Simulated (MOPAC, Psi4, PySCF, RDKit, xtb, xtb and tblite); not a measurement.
Two geometries of C₆H₆OSe, SMILES Oc1ccc([SeH])cc1, relaxed at GFN2-xTB with one dihedral held; other torsions can differ between them too.

Structure A

```
14

O      2.7443     0.2998     0.6315
C      1.4182     0.1018     0.3064
C      0.5070    -0.2322     1.3009
C     -0.8315    -0.3862     0.9962
C     -1.2641    -0.2173    -0.3111
Se    -3.1080    -0.4291    -0.7898
C     -0.3563     0.1097    -1.3095
C      0.9806     0.2662    -1.0031
H      3.2649    -0.4816     0.4216
H      0.8560    -0.3551     2.3149
H     -1.5367    -0.6416     1.7752
H     -3.5455    -0.7302     0.5556
H     -0.6999     0.2411    -2.3268
H      1.6928     0.5244    -1.7727
```

Structure B

```
14

O      2.7912     0.2561     0.2917
C      1.4601    -0.0242     0.2576
C      0.5457     0.6226     1.0821
C     -0.8018     0.3370     0.9813
C     -1.2488    -0.5857     0.0467
Se    -3.1303    -0.9466    -0.0546
C     -0.3417    -1.2227    -0.7888
C      1.0047    -0.9410    -0.6858
H      3.0192     0.6841     1.1255
H      0.8921     1.3420     1.8120
H     -1.5107     0.8370     1.6272
H     -3.0068    -1.9111    -1.1244
H     -0.6863    -1.9394    -1.5212
H      1.7227    -1.4227    -1.3302
```

Which is lower in energy at the level PBE0-D3(BJ)/def2-SVP // GFN2-xTB (Psi4), and by how much?

B is lower, by 3.66 kcal/mol (dihedral H9–O1–C2–C3: 100° in A, 20° in B).

E(B) − E(A) in kcal/mol at the other levels, on the same two geometries: GFN2-xTB (xtb and tblite) -4.94; PBE0/def2-SVP // GFN2-xTB (Psi4) -3.66; PBE/def2-SVP // GFN2-xTB (Psi4) -4.26; PBE-D3(BJ)/def2-SVP // GFN2-xTB (Psi4) -4.27; UFF // GFN2-xTB (RDKit) -6.19; PM7, restricted, heats of formation // GFN2-xTB (MOPAC) -2.61; PM3, restricted, heats of formation // GFN2-xTB (MOPAC) -2.47; GFN1-xTB // GFN2-xTB (xtb) -3.34; restricted B3LYP/6-31G*, spherical d, density fitting // GFN2-xTB (PySCF) -3.36; restricted Hartree-Fock/6-31G*, spherical d, density fitting // GFN2-xTB (PySCF) -2.01; restricted B3LYP/3-21G, density fitting // GFN2-xTB (PySCF) -3.32; restricted BP86/6-31G*, spherical d, density fitting // GFN2-xTB (PySCF) -3.91.
